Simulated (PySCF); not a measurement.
Input and output

Bi(NH2)5 (singlet). PySCF 2.14.0, RKS CAM-B3LYP, Bi def2-SVP with ECP60, N def2-SVP, H def2-SVP; non-relativistic Hamiltonian with scalar-relativistic core potentials where named; density fitting; no spin-orbit coupling. Purpose: singlet excitations, Tamm-Dancoff CAM-B3LYP.

```python
mol = gto.M(atom='''
Bi     0.07028     0.00000     0.00345
N     -1.14324     0.00000     1.86170
H     -0.81806     0.82214     2.40218
H     -0.81806    -0.82214     2.40218
N     -1.19088    -0.00000    -1.79883
H     -0.86447    -0.82517    -2.33282
H     -0.86447     0.82517    -2.33282
N      2.28615     0.00000     0.15032
H      2.57458    -0.82244    -0.40983
H      2.57458     0.82244    -0.40983
N      0.15423     2.25086    -0.17002
H      0.63722     2.58749     0.68397
H     -0.82232     2.57758    -0.04545
N      0.15423    -2.25086    -0.17002
H     -0.82232    -2.57758    -0.04545
H      0.63722    -2.58749     0.68397''',
    basis={'Bi': 'def2-SVP', 'N': 'def2-SVP', 'H': 'def2-SVP'},
    ecp={'Bi': 'def2-SVP'},
    charge=0, spin=0)
mf = dft.RKS(mol, xc='CAMB3LYP')
mf.grids.atom_grid = (50, 194)
mf = mf.density_fit()  # fitting sets: Bi def2-universal-JKFIT, N def2-universal-JKFIT, H def2-universal-JKFIT
mf.conv_tol = 1e-08; mf.max_cycle = 55
mf.kernel(dm0)  # dm0: converged density of the relaxed state
td = mf.TDA(); td.nstates = 8; td.kernel()
```

Run from Python with OMP_NUM_THREADS=4; the lines above give its settings. Where DIIS fails, smearing, a level shift and second-order steps follow.
It took 120 s on 4 threads of Arm Neoverse V2 (shared host), from an already converged density.

Task: Where do the frontier levels lie, over both spins?

Result: HOMO -7.75 eV, LUMO -1.37 eV. 

Task: What are the Mulliken charges and spins?

Result: 
| atom | charge (e) | spin (e) |
| --- | --- | --- |
| Bi1 | 0.948 | 0.000 |
| N2 | -0.404 | 0.000 |
| H3 | 0.113 | 0.000 |
| H4 | 0.113 | 0.000 |
| N5 | -0.413 | 0.000 |
| H6 | 0.130 | 0.000 |
| H7 | 0.130 | 0.000 |
| N8 | -0.428 | 0.000 |
| H9 | 0.128 | 0.000 |
| H10 | 0.128 | 0.000 |
| N11 | -0.442 | 0.000 |
| H12 | 0.105 | 0.000 |
| H13 | 0.114 | 0.000 |
| N14 | -0.442 | 0.000 |
| H15 | 0.114 | 0.000 |
| H16 | 0.105 | 0.000 |

Task: Which singlet excitations follow (Tamm-Dancoff, 8 states)?

Result: 
```
state    eV  oscillator strength
    1  4.10               0.0322
    2  4.29               0.0898
    3  4.31               0.1030
    4  4.57               0.0008
    5  4.83               0.0476
    6  5.72               0.0576
    7  6.39               0.0356
    8  6.72               0.0018
```

The geometry was relaxed with BP86 (Bi def2-SVP with ECP60, N def2-SVP, H def2-SVP).
